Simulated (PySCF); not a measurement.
# Correlation energy of K (potassium, neutral)

[Ar] 4p1, 2P determinant (an excited configuration). Computed with PySCF 2.14 in x2c-QZVPPall (11s7p4d3f, 73 functions), with scalar relativity by spin-free X2C-1e. Frozen: [Ne]; 9 electrons correlated.

```
  level  correlation energy (mhartree)
   CCSD                        -212.86
    (T)                          -6.16
CCSD(T)                        -219.02
```

Diagnostics: T1 = 0.012, D1 = 0.0507, largest double amplitude 0.030.

Cost of the coupled-cluster step: about 12 core-seconds, for 9 correlated electrons.

Iterations:

```
CC2 = 0
CCSD nocc = (np.int64(5), np.int64(4)), nmo = (68, 68)
frozen orbitals [[0, 1, 2, 3, 4], [0, 1, 2, 3, 4]]
max_cycle = 100
direct = 0
conv_tol = 1e-08
conv_tol_normt = 1e-06
diis_space = 8
diis_start_cycle = 0
Init t2, MP2 energy = -0.192427724749987
Init E_corr(UCCSD) = -0.192427724774238
cycle = 1  E_corr(UCCSD) = -0.208951832447021  dE = -0.0165241077  norm(t1,t2) = 0.0339936
cycle = 2  E_corr(UCCSD) = -0.211911484273326  dE = -0.00295965183  norm(t1,t2) = 0.0135448
cycle = 3  E_corr(UCCSD) = -0.213191905592521  dE = -0.00128042132  norm(t1,t2) = 0.00778245
cycle = 4  E_corr(UCCSD) = -0.212867235438256  dE = 0.000324670154  norm(t1,t2) = 0.00208014
cycle = 5  E_corr(UCCSD) = -0.212846296266168  dE = 2.09391721e-05  norm(t1,t2) = 0.000329055
cycle = 6  E_corr(UCCSD) = -0.212855590169373  dE = -9.2939032e-06  norm(t1,t2) = 7.12676e-05
cycle = 7  E_corr(UCCSD) = -0.212855910506845  dE = -3.20337473e-07  norm(t1,t2) = 1.11745e-05
cycle = 8  E_corr(UCCSD) = -0.212855819188989  dE = 9.13178564e-08  norm(t1,t2) = 2.80007e-06
cycle = 9  E_corr(UCCSD) = -0.212855827323862  dE = -8.1348733e-09  norm(t1,t2) = 6.17073e-07
UCCSD converged
E(UCCSD) = -601.6246094242171  E_corr = -0.2128558273238622
UCCSD(T) correction = -0.00616085192487303
```

The basis was made for the ground configuration and has no added diffuse functions, which can raise the energy of the promoted electron.

This basis was not built for core-valence correlation, so the inner-shell part is incomplete.
